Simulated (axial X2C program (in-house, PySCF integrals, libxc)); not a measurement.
# LiPd: cheaper levels and CCSD(T), two-component

All values were computed with an in-house all-electron X2C program for linear molecules (integrals from PySCF). Two-component (2c) means X2C with spin–orbit coupling and atomic mean-field two-electron Coulomb and Gaunt terms. Basis: Pd dyall-cv3z [12s12p8d5f3g], Li dyall-cv3z [7s8p2d] (cores contracted in-house); Gaussian nuclei, density fitting, unrestricted open shells. Masses: Pd 105.903 u, Li 7.016 u.

State: Ω = 1/2 (⟨Sz⟩ = 0.50, ⟨Lz⟩ = 0.00 at HF); fragments Pd + Li.

```json
{"level": "PBE0", "Re (Å)": "2.238", "ωe (cm⁻¹)": "400.6", "De (eV)": "1.42"}
{"level": "HF", "Re (Å)": "2.355", "ωe (cm⁻¹)": "298.1", "De (eV)": "n/a"}
{"level": "MP2", "Re (Å)": "2.229", "ωe (cm⁻¹)": "431.2", "De (eV)": "1.23"}
{"level": "CCSD", "Re (Å)": "2.232", "ωe (cm⁻¹)": "418.5", "De (eV)": "1.22"}
{"level": "BHandHLYP", "Re (Å)": "2.231", "ωe (cm⁻¹)": "392.0", "De (eV)": "1.20"}
```

Correlated methods: 11 electrons correlated (number of frozen shells: Pd 4 s, 3 p, 1 d; Li 1 s), 263 virtual spin orbitals or spinors in MP2, 90 natural virtuals in coupled cluster.

CCSD(T), same Hamiltonian and basis:

Re = 2.231 Å, ωe = 430.7 cm⁻¹, De = 1.34 eV; T1 = 0.040 (Lee–Taylor normalisation).

Problem. Give the differences from CCSD(T) in the columns below.

Solution. 

```json
{"level": "PBE0", "ΔRe (Å)": "0.007", "Δωe (cm⁻¹)": "-30", "ΔDe (eV)": "0.08"}
{"level": "HF", "ΔRe (Å)": "0.124", "Δωe (cm⁻¹)": "-133", "ΔDe (eV)": "n/a"}
{"level": "MP2", "ΔRe (Å)": "-0.002", "Δωe (cm⁻¹)": "0", "ΔDe (eV)": "-0.11"}
{"level": "CCSD", "ΔRe (Å)": "0.001", "Δωe (cm⁻¹)": "-12", "ΔDe (eV)": "-0.12"}
{"level": "BHandHLYP", "ΔRe (Å)": "0.000", "Δωe (cm⁻¹)": "-39", "ΔDe (eV)": "-0.14"}
```

The state is a single determinant with fixed occupations, the lowest that a limited PBE0 search found. Dissociation energies refer to the lowest single-determinant-based atoms at the same level and basis. De is not given where an atomic determinant may have missed its ground term or J level, or where the truncated virtual space spoils (T). Density functionals use the spin component along the axis (collinear). Coupled cluster ran in a truncated set of natural virtual spinors; the MP2 energy of the rest was added. (T) has no such correction and the atoms are truncated less, which lowers De at CCSD(T) by a hundredth of an eV or more. The T1 diagnostic is large, a sign of multireference character.
